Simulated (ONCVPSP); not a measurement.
# Transferability test, ONCV potential for Ga (Z = 31)

| Item | Value |
| --- | --- |
| Element | Ga |
| Generator | ONCVPSP 4.0.1 |
| Type | optimised norm-conserving Vanderbilt (ONCV) |
| Functional | PW91 |
| Relativity | non-relativistic |
| Frozen core | [Ar] 3d10 |
| Valence charge | 3 |
| Reference configuration | 4s1.75 4p1.25 |
| Partial waves | 4s: rc 1.95 bohr, ncon 5, nbas 8, qcut 3 1/bohr, 2 projectors, debl 0.4 Ha; 4p: rc 2.65 bohr, ncon 4, nbas 7, qcut 2.8 1/bohr, 2 projectors, debl 2.5 Ha |
| Local potential | polynomial inside 1.95 bohr (lpopt 5, dvloc0 3 Ha) |
| Core correction | Teter function, fcfact 4, rcfact 1.65 |

Energies are relative to the spin-unpolarised reference configuration 4s1.75 4p1.25; without spin polarisation the order of configurations can differ from experiment.

| valence configuration | charge | ΔE all-electron (eV) | error AE − PS (meV) |
| --- | --- | --- | --- |
| 4s1 4p0 | +2 | 25.094 | -446 |
| 4s1 4p1 | +1 | 11.309 | -68 |

(1) What are ΔE and the potential's error for 4s2 4p0?

(2) What are ΔE and the potential's error for 4s2 4p1?

Answers

(1) ΔE = 4.239 eV all-electron; the error (AE − PS) is -73 meV.

(2) ΔE = -1.541 eV all-electron; the error (AE − PS) is -0.8 meV.
